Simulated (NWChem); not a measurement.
# Correlation energy of H2O3P

```
P
O 1 1.4875
O 1 1.6229 2 115.15
H 3 0.9675 1 111.70 2 -149.88
O 1 1.6419 2 116.58 3 -114.56
H 5 0.9672 1 111.60 2 -42.64
```
Charge 0, spin multiplicity 2.

Program: NWChem. All single points use one geometry, from UPBE0/def2-SVP, a minimum by its harmonic frequencies. It is one conformer; others weren't searched.

Basis set: def2-SVP. Each correlation energy counts from its own Hartree-Fock reference.

The correlated methods keep 8 core orbitals frozen. The structure started from a generated list of species. No SCF solution was tested for a lower state. Open-shell Hartree-Fock references start from PBE0 orbitals. Coupled-cluster values serve here as a point of comparison, not as the truth.

Order these methods by the correlation energy they give, lowest first: UMP2, SCS-UMP2, CCSD on ROHF, CCSD(T) on ROHF.

CCSD(T) on ROHF (-699.0 mHa), CCSD on ROHF (-680.5 mHa), UMP2 (-661.9 mHa), SCS-UMP2 (-637.4 mHa)
